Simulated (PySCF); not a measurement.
CaF, SMILES [F][Ca+], charge +1.

Coordinates come from a B3LYP-D3(BJ)/def2-TZVPD optimisation. The spin state was assumed, not searched.

Two levels are set side by side: PBE/def2-TZVPD (PySCF) and HF/def2-TZVPD (PySCF). Same geometry, gas phase. Differences are taken from unrounded values.

```tsv
quantity	PBE
orbital gap (eV)	5.52
highest occupied level (eV)	-13.38
lowest empty level (eV)	-7.86
mean polarisability (bohr³)	13.9
```

**Question.** These are the PBE values. What does HF give? (The exact figures need the calculation; the answer reports its results.)

**Answer.** 
```tsv
quantity	HF	PBE minus HF
orbital gap (eV)	14.27	-8.75
highest occupied level (eV)	-19.65	6.27
lowest empty level (eV)	-5.38	-2.48
mean polarisability (bohr³)	10.3	3.6
```

PBE's occupied levels lie high since its potential decays too fast outside the molecule; exact exchange lowers them and widens the gap. PBE's more diffuse valence density responds more strongly to a field. Differences between two approximate levels are no errors against the true value.
